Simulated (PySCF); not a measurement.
**Correlation energy of Au³⁺ (gold, charge +3)**

[Xe] 4f14 5d8, high-spin 3F determinant. Calculation: PySCF 2.14, in x2c-TZVPPall with one added diffuse shell each of s, p, d, f type (12s8p8d4f1g, 113 functions); the spin-free X2C one-electron Hamiltonian (Gaussian nucleus). Frozen: [Xe] 4f14; 8 electrons correlated.

```
  level  correlation energy (mhartree)
   CCSD                        -183.19
    (T)                          -4.02
CCSD(T)                        -187.21
```

Diagnostics: T1 = 0.0018, D1 = 0.0029, largest double amplitude 0.024.

Spin-orbit coupling, absent here, splits the open shell strongly.

Cost of the coupled-cluster step: roughly 21 core-seconds, for 8 correlated electrons.

Iterations:

```
CC2 = 0
CCSD nocc = (np.int64(5), np.int64(3)), nmo = (79, 79)
frozen orbitals [[0, 1, 2, 3, 4, 5, 6, 7, 8, 9, 10, 11, 12, 13, 14, 15, 16, 17, 18, 19, 20, 21, 22, 23, 24, 25, 26, 27, 28, 29, 30, 31, 32, 33], [0, 1, 2, 3, 4, 5, 6, 7, 8, 9, 10, 11, 12, 13, 14, 15, 16, 17, 18, 19, 20, 21, 22, 23, 24, 25, 26, 27, 28, 29, 30, 31, 32, 33]]
max_cycle = 100
direct = 0
conv_tol = 1e-08
conv_tol_normt = 1e-06
diis_space = 8
diis_start_cycle = 0
Init t2, MP2 energy = -0.181639742222589
Init E_corr(UCCSD) = -0.181639742228347
cycle = 1  E_corr(UCCSD) = -0.182145740779159  dE = -0.000505998551  norm(t1,t2) = 0.0158584
cycle = 2  E_corr(UCCSD) = -0.182812739316138  dE = -0.000666998537  norm(t1,t2) = 0.00699388
cycle = 3  E_corr(UCCSD) = -0.183198617164228  dE = -0.000385877848  norm(t1,t2) = 0.0040681
cycle = 4  E_corr(UCCSD) = -0.183193477770701  dE = 5.13939353e-06  norm(t1,t2) = 0.00101436
cycle = 5  E_corr(UCCSD) = -0.183186925238135  dE = 6.55253257e-06  norm(t1,t2) = 0.000217145
cycle = 6  E_corr(UCCSD) = -0.1831900778203  dE = -3.15258217e-06  norm(t1,t2) = 5.60384e-05
cycle = 7  E_corr(UCCSD) = -0.183189916620912  dE = 1.61199388e-07  norm(t1,t2) = 7.41748e-06
cycle = 8  E_corr(UCCSD) = -0.183189881390845  dE = 3.52300673e-08  norm(t1,t2) = 1.42198e-06
cycle = 9  E_corr(UCCSD) = -0.183189887351099  dE = -5.96025396e-09  norm(t1,t2) = 3.49404e-07
UCCSD converged
E(UCCSD) = -19006.85177303305  E_corr = -0.1831898873510991
UCCSD(T) correction = -0.00401883345057038
```
